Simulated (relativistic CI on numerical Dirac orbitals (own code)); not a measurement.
These numbers are calculated, not measured: Dirac-Coulomb-Breit CI, separate exchange-only KLI orbitals for each configuration, model QED (radiative potential, 1s self-energy scaled to tabulated hydrogen-like ionisation energies), valence Slater integrals scaled by 0.85, P86 correlation energy added to each configuration (own radial code, finite nucleus).

CI space (outside the closed core [Ar]): 3d10, 3d9.4s, 3d9.4p, 3d9.4d, 3d9.5s, 3d9.5p, 3d9.4f, 3d8.4s2, 3d9.5d, 3d9.6s, 3d9.6p, 3d9.5f, 3d9.5g, 3d8.4s.4p, 3d9.6d, 3d9.6f, 3d8.4p2, 3d8.4s.4d, 3d8.4p.4d. Levels of other configurations are missing.

At this charge configurations can still be misplaced by up to about 7 % of their energy. 4 of the 4 excited levels that our extract of the measured tables holds in this range could be paired (the sources list more); they are missed by 549 cm⁻¹ on average and 878 at most, and levels without a partner can miss by more.

Outline of the computed level scheme of As VI. Lowest level of each configuration: 3d10 1S_0 at 0.0000 eV; 3d9.4s 3D_3 at 41.0160 eV; 3d9.4p 3P°_2 at 53.9121 eV; 3d9.4d 3S_1 at 73.5154 eV; 3d9.5s 3D_3 at 80.6579 eV; 3d9.5p 3P°_2 at 85.5242 eV.

Some strong electric-dipole decays among the lowest 45 levels: 3d9.4p 1P°_1 → 3d10 1S_0 (2.1e+10 s⁻¹); 3d9.4d 3G_5 → 3d9.4p 3F°_4 (1.1e+10 s⁻¹); 3d9.4d 3G_4 → 3d9.4p 3F°_3 (1.0e+10 s⁻¹); 3d9.4d 3F_4 → 3d9.4p 3D°_3 (9.4e+09 s⁻¹); 3d9.4d 3S_1 → 3d9.4p 3P°_2 (8.0e+09 s⁻¹); 3d9.4d 3F_4 → 3d9.4p 1F°_3 (7.6e+09 s⁻¹); 3d9.4d 3P_2 → 3d9.4p 3P°_2 (7.5e+09 s⁻¹); 3d9.4d 3F_3 → 3d9.4p 3D°_2 (7.3e+09 s⁻¹).

LS names give the leading component of a level, which can be under half, so a name can repeat, a term be missing and a line seem to break the LS rules.
